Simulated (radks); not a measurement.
Species: Gd36+. Configuration: [Ar] 3d10. All-electron calculation, scalar-relativistic Kohn-Sham, PBE, spin-polarised, spherical densities, finite nucleus; Fermi nuclear charge, rms radius 5.1569 fm. Program: a radial shooting solver on a logarithmic mesh with Libxc functionals.

Radial electron density D(r) = 4 pi r^2 rho(r):

```
   r/bohr * D(r) (the largest magnitude, 111, reaches the edge; | marks zero)
  0.00169 |    *
 0.002097 |      *
 0.002624 |        *
 0.003256 |           *
 0.004042 |               *
 0.005056 |                    *
 0.006275 |                          *
 0.007851 |                               *
 0.009744 |                                    *
  0.01209 |                                        *
  0.01513 |                                         *
  0.01878 |                                        *
  0.02349 |                                     *
  0.02916 |                                    *
  0.03618 |                                      *
  0.04527 |                                            *
  0.05618 |                                                   *
  0.07029 |                                                      *
  0.08724 |                                                 *
   0.1083 |                                         *
   0.1355 |                                       *
   0.1681 |                                           *
   0.2103 |                                           *
    0.261 |                                 *
    0.324 |                 *
   0.4053 |    *
    0.503 |*
   0.6293 *
    0.781 *
```

D(r) has 3 maxima, at r = 0.0151, 0.0681, 0.193 bohr, and minima at 0.0294, 0.129 bohr, inside which lie 1.95, 11.29 electrons.
